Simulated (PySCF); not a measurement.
# What a mistake does to a calculation on BH6OSi2

These are calculations, not measurements. They come from PySCF 2.14.0, an open-source quantum chemistry program, on an isolated molecule that a program drew, which may never have been made. The molecule is BH6OSi2 (charge 0, doublet), drawn as the SMILES string `B[Si](O)[SiH3]`.

Each row is a Hartree-Fock (HF) and frozen-core CCSD(T) single point in the cc-pV(D+d)Z basis, meant for a local HF minimum. Run 1 is clean. Each other run has one planted mistake out of seven kinds, and not every kind appears here: one electron removed, one electron added, multiplicity raised by two, geometry at a saddle point, minimal basis STO-3G, one bond length entered in bohr, all coordinates scaled. The reference is restricted for singlets and unrestricted otherwise, and also for a bond in bohr. Adding or removing an electron swaps singlet and doublet. Electrons count all cores. HOMO and LUMO are orbital energies over both spins, the gradient is its largest component, and the lowest frequency (negative if imaginary) is given only where the gradient is small. Bond lengths are over the 9 bonds as drawn. T1 is the CCSD diagnostic: over 0.02 (restricted) or 0.045 (unrestricted) a single reference is doubtful.

Geometry of the clean run:
```xyz
10
BH6OSi2, angstrom
B    -2.1808   -0.0054   -0.7216
Si   -0.3091   -0.3430   -1.0196
O     0.2242   -0.9036   -2.4771
Si    1.4138   -0.0403    0.5584
H    -2.4990    0.4007    0.3623
H    -3.0051   -0.1861   -1.5714
H     1.1441   -1.0660   -2.6188
H     0.8172    0.4786    1.8085
H     2.4234    0.9207    0.0510
H     2.1054   -1.3238    0.8312
```

| run | electrons | basis functions | <S^2> | HOMO (eV) | LUMO (eV) | gradient (hartree/bohr) | lowest frequency (cm^-1) | mean bond (Å) | longest bond (Å) | T1 | HF (hartree) | CCSD(T) (hartree) | mistake |
|---|---|---|---|---|---|---|---|---|---|---|---|---|---|
| 1 | 47 | 104 | 0.761 | -7.72 | 0.81 | 2.8e-05 | 58 | 1.5244 | 2.356 | 0.0178 | -680.89519 | -681.42454 | no fault |
| 2 | 46 | 104 | 0.000 | -16.54 | -6.09 | 6.1e-02 | - | 1.5244 | 2.356 | 0.0186 | -680.64229 | -681.15624 | one electron removed |
| 3 | 47 | 104 | 1.237 | -7.76 | 1.21 | 2.5e-02 | - | 1.7147 | 3.638 | 0.0649 | -680.79155 | -681.30572 | ? |
| 4 | 47 | 34 | 0.757 | -4.42 | 5.65 | 5.9e-02 | - | 1.5244 | 2.356 | 0.0251 | -672.85120 | -673.05319 | ? |

**Which mistake was planted in run 3, and what did it cost?**

The mean bond changes by a factor of 1.125 and the longest by 1.544, so the molecule wasn't scaled as a whole. A length L in bohr read as angstrom grows by (1/0.5292 - 1) L = 0.890 L. The 9 bonds together grew by 9 x 0.1903 = 1.713 Å, which gives L = 1.925 Å. That is bond B1-Si2, 1.925 Å in the clean geometry. So the mistake is: one bond length entered in bohr. Subtracting run 1 and multiplying by 627.51 kcal/mol a hartree, the energy moved by 65.0 kcal/mol in HF and 74.6 kcal/mol in CCSD(T).

**Which mistake was planted in run 4, and what did it cost?**

It has 34 basis functions where the clean run has 104, with the same electrons and geometry. So the mistake is: minimal basis STO-3G. Subtracting run 1 and multiplying by 627.51 kcal/mol a hartree, the energy moved by 5047.7 kcal/mol in HF and 5253.1 kcal/mol in CCSD(T).

Cautions from the logs. Run 3: T1 is over the limit, so its CCSD(T) energy is less reliable.
